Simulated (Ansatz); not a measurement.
Harmonic frequencies (cm⁻¹) at PBE0-D4/def2-TZVP from Ansatz: 92, 99, 120, 136, 166, 194, 286, 372, 394, 476, 477, 504, 513, 659, 671, 1530, 1536, 3548, 3556, 3643, 3655.

Each molecule was computed in one conformer, which needn't be the lowest.

(1) Which molecule is it?
A. `[SH][Zr]([SH])([SH])[SH]`
B. `[NH2][Zr]([NH2])([Cl])[Cl]`
C. `C#[C][Zr]([OH])([OH])[F]`
D. `O=C=[N][Zr]([Cl])([Cl])[N]=C=O`

Results:

(1) B.
